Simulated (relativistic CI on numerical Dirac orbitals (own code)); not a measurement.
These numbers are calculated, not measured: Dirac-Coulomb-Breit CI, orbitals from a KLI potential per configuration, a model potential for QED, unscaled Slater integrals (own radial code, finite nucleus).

Configurations in the expansion (outside the closed core [Ne]): 3s2.3p6.3d, 3s2.3p5.3d2, 3s.3p6.3d2, 3s2.3p6.4s, 3s2.3p6.4p, 3s2.3p6.4d, 3s2.3p5.3d.4s, 3s2.3p6.4f, 3s2.3p5.3d.4p, 3s2.3p5.3d.4d, 3s.3p6.3d.4s, 3s2.3p5.3d.4f, 3p6.3d2.4p, 3s.3p6.3d.4p, 3s2.3p6.5s, 3s.3p6.3d.4d, 3s2.3p6.5p, 3s.3p6.3d.4f, 3s2.3p6.5d, 3s2.3p6.5f, 3s2.3p6.5g, 3p6.3d3, 3p5.3d4, 3p5.3d3.4s, 3p6.3d2.4s, 3p5.3d2.4s2, 3p6.3d2.4d, 3p5.3d3.4d, 3p5.3d2.4s.4d. Double excitations out of closed p, d and f shells are left out; levels of such configurations are missing from the list, as are those of other unlisted configurations, and high levels can miss mixing partners. These lack a partner that the ground configuration has and come out too high: 3s2.3p5.3d.4p, 3s2.3p5.3d.4f.

At this charge energies of transitions that change n are usually good to better than 1 %, and those within a shell (Δn = 0) to a few per cent.

Outline of the computed level scheme of Pb LXIV. Lowest level of each configuration: 3s2.3p6.3d 2D_3/2 at 0.00 eV; 3s2.3p5.3d2 4D°_3/2 at 290.47 eV.

Some strong electric-dipole decays among the lowest 45 levels: 3s2.3p5.3d2 2D°_3/2 → 3s2.3p6.3d 2D_3/2 (1.3e+13 s⁻¹); 3s2.3p5.3d2 2P°_3/2 → 3s2.3p6.3d 2D_5/2 (8.7e+12 s⁻¹); 3s2.3p5.3d2 2D°_5/2 → 3s2.3p6.3d 2D_5/2 (8.7e+12 s⁻¹); 3s2.3p5.3d2 2F°_7/2 → 3s2.3p6.3d 2D_5/2 (7.4e+12 s⁻¹); 3s2.3p5.3d2 2P°_1/2 → 3s2.3p6.3d 2D_3/2 (6.6e+12 s⁻¹); 3s2.3p5.3d2 2D°_5/2 → 3s2.3p6.3d 2D_5/2 (2.0e+12 s⁻¹); 3s2.3p5.3d2 2P°_1/2 → 3s2.3p6.3d 2D_3/2 (2.0e+12 s⁻¹); 3s2.3p5.3d2 4G°_5/2 → 3s2.3p6.3d 2D_3/2 (2.0e+12 s⁻¹).

LS names give the leading component of a level, which can be under half, so a name can repeat, a term be missing and a line seem to break the LS rules.
